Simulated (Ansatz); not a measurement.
`C[Si](F)([SiH3])Cl` + H₂ → `C[SiH](F)Cl` + SiH₄ at 400 K and 1 bar (hydrogenolysis of the Si–Si bond).

Isolated molecules relaxed with PBE0-D4/def2-TZVP in Ansatz; ΔE leaves out vibrations. CBS: MP2 limit from def2 TZ/QZ plus the TZ coupled-cluster correction, frozen cores. This one scheme is used for every species.

```csv
species,CCSD(T)/CBS energy (Eh),H − E (kJ/mol),S (J/(mol·K))
`C[Si](F)([SiH3])Cl`,-1179.52206,214.3,421.1
H₂,-1.17544,38.0,139.0
`C[SiH](F)Cl`,-889.24457,158.9,345.5
SiH₄,-291.46306,96.9,218.6
```

H − E and S are ideal-gas, rigid-rotor, harmonic terms from PBE0-D4/def2-TZVP, for one conformer and one mirror image of each species. For small species the MP2-based limit differs from directly extrapolated CCSD(T) by up to some mEh (0.8 for H₂); such offsets cancel only in part. 1 Eh = 2625.50 kJ/mol, R = 8.31446 J/(mol·K).

Task: By hand: ΔE, ΔH, ΔS and ΔG.

Result: ΔE = (-889.24457) + (-291.46306) − (-1179.52206) − (-1.17544) = -0.01013 Eh = -26.6 kJ/mol. Δ(H − E) = 158.9 + 96.9 − 214.3 − 38.0 = 3.5, so ΔH = -23.1 kJ/mol. ΔS = 345.5 + 218.6 − 421.1 − 139.0 = 4.0 J/(mol·K). ΔG = -23.1 − 400 × (4.0)/1000 = -24.7 kJ/mol.

Task: By hand: the equilibrium constant, and the temperature at which ΔG would vanish if ΔH and ΔS stayed fixed.

Result: log₁₀ K = −ΔG/(RT ln 10) = 3.2. ΔH and −TΔS have one sign here, so there is no such temperature. One of them is within its doubt of zero, so this could turn.

The number of gas molecules stays the same, so ΔS is small and ΔH decides. A doubt of 5 kJ/mol in ΔE shifts log₁₀ K by 0.7 here. Other conformers and mirror images would add mixing entropy, several J/(mol·K) or more a flexible species. These are equilibria of isolated gas molecules and say nothing of rates. Largest T1 diagnostic: 0.011 (customary marks: 0.02 for closed shells, 0.045 for open ones).
